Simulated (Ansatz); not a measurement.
Born–Oppenheimer molecular dynamics of AlCl2F2H4O2Ta (12 atoms, charge 0, multiplicity 1). It starts at the highest image of a converged band. Of that band: Neighbouring images differ by up to 1.2 eV, so the band resolves the path poorly. A vibrational analysis at the climbing image gives one clearly imaginary mode, 1398i cm⁻¹: a first-order saddle point.

All numbers below come from Ansatz 0.2.0, RHF/def2-SVP.

```yaml
ensemble: NVE (velocity Verlet)
time_step: 0.5 fs
steps_asked: 200
starting_velocities_drawn_for: 300 K
seed: 9276
```

Frames 1 fs apart, positions in Å, forces in eV/Å.

Velocities at 5 fs (Å/ps):

```
Ta -0.48 0.68 -0.52
F 6.21 0.64 2.15
F 0.99 -2.34 2.29
Cl -7.40 0.21 -1.65
Cl -0.27 -0.98 -0.87
O 4.39 -1.87 -1.55
H -3.72 0.64 -3.86
O 1.37 4.37 1.14
Al 4.62 -2.49 3.28
H 3.72 -19.65 5.11
H 4.82 1.14 -4.69
H 1.09 -17.52 19.63
```

```xyz
12
Properties=species:S:1:pos:R:3:forces:R:3 time_fs=5 energy_less_start_eV=0.061 T=254
Ta -0.025 0.580 0.099 0.83 0.36 -0.21
F 1.804 -0.655 0.305 0.52 0.78 0.09
F 0.198 0.825 1.935 -0.04 -0.06 -0.42
Cl -0.070 0.346 -2.522 0.16 0.08 0.24
Cl -1.635 2.211 -0.065 -0.07 0.03 0.05
O -0.914 -1.036 0.113 -0.01 0.11 0.06
H -0.989 -1.937 -0.160 0.00 -0.07 -0.02
O 1.651 1.416 -0.492 -0.75 -0.28 0.52
Al 1.919 1.773 -2.255 -0.41 -0.21 0.35
H 3.098 0.948 -2.790 0.49 -0.26 -0.28
H 1.484 3.192 -2.664 -0.09 0.44 -0.18
H 2.210 0.307 0.033 -0.63 -0.94 -0.21
12
Properties=species:S:1:pos:R:3:forces:R:3 time_fs=6 energy_less_start_eV=0.034 T=274
Ta -0.025 0.581 0.098 0.91 0.59 -0.28
F 1.811 -0.655 0.307 0.53 0.64 0.16
F 0.199 0.823 1.937 -0.05 -0.08 -0.48
Cl -0.077 0.347 -2.523 0.19 0.09 0.27
Cl -1.635 2.210 -0.066 -0.08 0.03 0.07
O -0.910 -1.037 0.111 0.00 0.13 0.08
H -0.993 -1.937 -0.163 0.00 -0.10 -0.03
O 1.652 1.421 -0.491 -1.06 -0.26 0.49
Al 1.924 1.771 -2.251 -0.33 -0.20 0.30
H 3.104 0.927 -2.786 0.36 -0.15 -0.23
H 1.488 3.196 -2.669 -0.04 0.32 -0.16
H 2.208 0.285 0.052 -0.42 -1.01 -0.19
12
Properties=species:S:1:pos:R:3:forces:R:3 time_fs=7 energy_less_start_eV=-0.001 T=301
Ta -0.026 0.581 0.098 0.98 0.87 -0.35
F 1.817 -0.653 0.310 0.42 0.19 0.29
F 0.200 0.820 1.939 -0.05 -0.10 -0.53
Cl -0.084 0.347 -2.525 0.22 0.10 0.30
Cl -1.635 2.209 -0.067 -0.09 0.02 0.08
O -0.905 -1.039 0.110 0.00 0.06 0.08
H -0.996 -1.937 -0.168 0.00 -0.07 -0.02
O 1.653 1.425 -0.489 -1.41 -0.23 0.41
Al 1.929 1.768 -2.248 -0.22 -0.18 0.22
H 3.113 0.905 -2.785 0.17 -0.02 -0.15
H 1.492 3.202 -2.676 0.02 0.16 -0.12
H 2.203 0.254 0.069 -0.03 -0.82 -0.20
12
Properties=species:S:1:pos:R:3:forces:R:3 time_fs=8 energy_less_start_eV=-0.018 T=314
Ta -0.026 0.582 0.097 1.03 1.17 -0.43
F 1.824 -0.652 0.312 0.10 -0.74 0.52
F 0.201 0.818 1.941 -0.05 -0.12 -0.58
Cl -0.091 0.347 -2.526 0.25 0.10 0.33
Cl -1.635 2.208 -0.068 -0.10 0.02 0.09
O -0.901 -1.041 0.108 0.00 -0.06 0.07
H -1.000 -1.939 -0.172 0.00 0.01 0.00
O 1.652 1.429 -0.487 -1.74 -0.20 0.32
Al 1.933 1.766 -2.244 -0.12 -0.14 0.15
H 3.124 0.883 -2.784 -0.02 0.13 -0.07
H 1.497 3.209 -2.684 0.09 -0.03 -0.08
H 2.197 0.214 0.084 0.56 -0.15 -0.31
12
Properties=species:S:1:pos:R:3:forces:R:3 time_fs=9 energy_less_start_eV=0.007 T=294
Ta -0.026 0.583 0.097 1.10 1.42 -0.49
F 1.831 -0.651 0.315 -0.44 -2.12 0.87
F 0.202 0.816 1.942 -0.05 -0.14 -0.61
Cl -0.099 0.347 -2.528 0.27 0.10 0.35
Cl -1.636 2.207 -0.069 -0.12 0.02 0.10
O -0.897 -1.043 0.107 0.00 -0.17 0.05
H -1.004 -1.940 -0.177 0.01 0.09 0.02
O 1.651 1.433 -0.485 -1.99 -0.19 0.22
Al 1.937 1.763 -2.241 -0.03 -0.11 0.07
H 3.135 0.862 -2.785 -0.19 0.26 0.01
H 1.502 3.217 -2.693 0.15 -0.20 -0.03
H 2.197 0.174 0.095 1.29 1.04 -0.55
12
Properties=species:S:1:pos:R:3:forces:R:3 time_fs=10 energy_less_start_eV=0.044 T=267
Ta -0.027 0.584 0.096 1.19 1.54 -0.50
F 1.838 -0.652 0.318 -0.93 -3.21 1.14
F 0.203 0.813 1.943 -0.06 -0.15 -0.64
Cl -0.106 0.348 -2.529 0.31 0.11 0.37
Cl -1.636 2.206 -0.069 -0.13 0.03 0.11
O -0.892 -1.044 0.105 -0.01 -0.21 0.05
H -1.008 -1.940 -0.181 0.01 0.11 0.02
O 1.648 1.436 -0.483 -2.09 -0.22 0.15
Al 1.942 1.760 -2.237 0.03 -0.07 -0.02
H 3.144 0.843 -2.785 -0.33 0.37 0.08
H 1.508 3.222 -2.703 0.19 -0.34 0.01
H 2.209 0.144 0.102 1.82 2.04 -0.77
12
Properties=species:S:1:pos:R:3:forces:R:3 time_fs=11 energy_less_start_eV=0.013 T=290
Ta -0.027 0.585 0.096 1.28 1.50 -0.46
F 1.844 -0.653 0.322 -0.84 -2.93 1.05
F 0.204 0.810 1.944 -0.07 -0.15 -0.66
Cl -0.113 0.348 -2.530 0.34 0.12 0.39
Cl -1.637 2.205 -0.070 -0.15 0.04 0.12
O -0.888 -1.046 0.104 -0.01 -0.16 0.06
H -1.011 -1.939 -0.185 0.02 0.08 0.01
O 1.644 1.440 -0.481 -2.04 -0.25 0.09
Al 1.946 1.757 -2.233 0.04 -0.05 -0.11
H 3.150 0.828 -2.785 -0.41 0.43 0.14
H 1.517 3.224 -2.712 0.22 -0.43 0.05
H 2.237 0.132 0.101 1.61 1.79 -0.67
12
Properties=species:S:1:pos:R:3:forces:R:3 time_fs=12 energy_less_start_eV=-0.057 T=343
Ta -0.027 0.586 0.095 1.38 1.32 -0.38
F 1.849 -0.657 0.326 -0.12 -1.49 0.61
F 0.204 0.807 1.944 -0.08 -0.13 -0.68
Cl -0.120 0.348 -2.531 0.38 0.14 0.41
Cl -1.637 2.204 -0.071 -0.17 0.06 0.12
O -0.884 -1.048 0.103 -0.01 -0.05 0.09
H -1.014 -1.938 -0.189 0.02 0.00 -0.01
O 1.639 1.444 -0.479 -1.85 -0.27 0.04
Al 1.950 1.754 -2.230 0.02 -0.03 -0.18
H 3.152 0.817 -2.783 -0.44 0.46 0.18
H 1.527 3.223 -2.721 0.23 -0.47 0.08
H 2.281 0.137 0.094 0.65 0.46 -0.26
12
Properties=species:S:1:pos:R:3:forces:R:3 time_fs=13 energy_less_start_eV=-0.077 T=359
Ta -0.027 0.587 0.094 1.46 1.10 -0.29
F 1.855 -0.661 0.330 0.71 -0.04 0.14
F 0.205 0.805 1.944 -0.10 -0.12 -0.68
Cl -0.127 0.349 -2.532 0.42 0.16 0.42
Cl -1.638 2.203 -0.072 -0.20 0.09 0.13
O -0.879 -1.051 0.102 -0.01 0.06 0.11
H -1.017 -1.936 -0.193 0.02 -0.08 -0.04
O 1.633 1.447 -0.476 -1.61 -0.29 -0.02
Al 1.954 1.752 -2.226 -0.05 -0.02 -0.23
H 3.150 0.810 -2.780 -0.41 0.43 0.19
H 1.540 3.216 -2.729 0.22 -0.45 0.09
H 2.331 0.146 0.085 -0.47 -0.86 0.18
12
Properties=species:S:1:pos:R:3:forces:R:3 time_fs=14 energy_less_start_eV=-0.052 T=341
Ta -0.027 0.588 0.093 1.51 0.94 -0.23
F 1.861 -0.665 0.335 1.32 0.85 -0.19
F 0.206 0.802 1.944 -0.11 -0.10 -0.67
Cl -0.133 0.349 -2.533 0.46 0.17 0.42
Cl -1.638 2.203 -0.072 -0.22 0.11 0.13
O -0.875 -1.053 0.100 -0.02 0.11 0.12
H -1.020 -1.936 -0.198 0.02 -0.10 -0.04
O 1.626 1.450 -0.474 -1.40 -0.29 -0.08
Al 1.959 1.749 -2.223 -0.16 -0.02 -0.21
H 3.144 0.807 -2.774 -0.32 0.36 0.18
H 1.555 3.206 -2.736 0.20 -0.36 0.07
H 2.377 0.148 0.077 -1.28 -1.66 0.49
12
Properties=species:S:1:pos:R:3:forces:R:3 time_fs=15 energy_less_start_eV=-0.049 T=339
Ta -0.027 0.589 0.093 1.52 0.88 -0.21
F 1.868 -0.668 0.339 1.62 1.15 -0.35
F 0.207 0.799 1.944 -0.11 -0.09 -0.65
Cl -0.140 0.350 -2.534 0.48 0.18 0.42
Cl -1.639 2.202 -0.073 -0.24 0.13 0.14
O -0.871 -1.055 0.099 -0.03 0.06 0.11
H -1.023 -1.936 -0.203 0.04 -0.06 -0.03
O 1.618 1.453 -0.472 -1.30 -0.28 -0.16
Al 1.963 1.746 -2.220 -0.29 -0.03 -0.14
H 3.135 0.808 -2.767 -0.19 0.24 0.15
H 1.571 3.192 -2.742 0.15 -0.23 0.05
H 2.410 0.134 0.073 -1.65 -1.95 0.67
12
Properties=species:S:1:pos:R:3:forces:R:3 time_fs=16 energy_less_start_eV=-0.104 T=381
Ta -0.027 0.591 0.092 1.48 0.93 -0.23
F 1.876 -0.671 0.344 1.52 0.85 -0.30
F 0.207 0.796 1.943 -0.11 -0.09 -0.61
Cl -0.146 0.350 -2.534 0.50 0.17 0.42
Cl -1.640 2.201 -0.073 -0.27 0.14 0.15
O -0.866 -1.057 0.098 -0.04 -0.04 0.08
H -1.026 -1.937 -0.208 0.05 0.03 -0.01
O 1.609 1.456 -0.470 -1.30 -0.25 -0.24
Al 1.967 1.743 -2.216 -0.44 -0.05 -0.01
H 3.124 0.811 -2.759 -0.02 0.09 0.09
H 1.590 3.176 -2.748 0.10 -0.06 0.00
H 2.429 0.101 0.076 -1.49 -1.72 0.65
```

Of the whole run (100 fs, mean temperature of the second half 447 K): The conserved energy stayed within 0.27 meV per atom of its start (net change 0.053 meV per atom), so the integration is sound. The kinetic energy rose, since the run started high on the potential surface and went downhill. It ends in pieces (AlCl2FH3O2Ta + FH), so much of that is their flight and rotation, not heat. A run of 0.1 ps of so small a system gives no equilibrium averages. The orbitals stay closed-shell, which can raise the energy where a bond breaks towards radicals; this wasn't checked here.

Time of the run: 9.3 min on 4 threads of Arm Neoverse V1, with other jobs on the host, peak memory 0.55 GiB.
